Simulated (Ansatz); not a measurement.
`OC(F)[SiH3]` → `[CH]F` + `O[SiH3]` at 298.15 K and 1 bar (formal loss of a carbene).

Isolated molecules relaxed with PBE0-D4/def2-TZVP in Ansatz; ΔE leaves out vibrations. CBS: MP2 limit from def2 TZ/QZ plus the TZ coupled-cluster correction, frozen cores. This one scheme is used for every species. Each species was taken in one conformer, which may not be the lowest.

```tsv
species	CCSD(T)/CBS energy (Eh)	H − E (kJ/mol)	S (J/(mol·K))
`OC(F)[SiH3]`	-505.08050	172.8	311.6
`[CH]F`	-138.29972	42.7	223.2
`O[SiH3]`	-366.69042	113.6	257.8
```

H − E and S are ideal-gas, rigid-rotor, harmonic terms from PBE0-D4/def2-TZVP, for one conformer and one mirror image of each species. 1 Eh = 2625.50 kJ/mol, R = 8.31446 J/(mol·K).

Problem. By hand: ΔE, ΔH, ΔS and ΔG.

Solution. ΔE = (-138.29972) + (-366.69042) − (-505.08050) = 0.09036 Eh = 237.2 kJ/mol. Δ(H − E) = 42.7 + 113.6 − 172.8 = -16.5, so ΔH = 220.7 kJ/mol. ΔS = 223.2 + 257.8 − 311.6 = 169.4 J/(mol·K). ΔG = 220.7 − 298.15 × (169.4)/1000 = 170.2 kJ/mol.

Problem. By hand: the equilibrium constant, and the temperature at which ΔG would vanish if ΔH and ΔS stayed fixed.

Solution. log₁₀ K = −ΔG/(RT ln 10) = -29.8. ΔG = 0 at ΔH/ΔS = 1303 K.

The number of gas molecules changes by +1, which sets the sign of ΔS. A doubt of 5 kJ/mol in ΔE shifts log₁₀ K by 0.9 here. Other conformers and mirror images would add mixing entropy, several J/(mol·K) or more a flexible species. These are equilibria of isolated gas molecules and say nothing of rates. Largest T1 diagnostic: 0.018 (customary marks: 0.02 for closed shells, 0.045 for open ones).
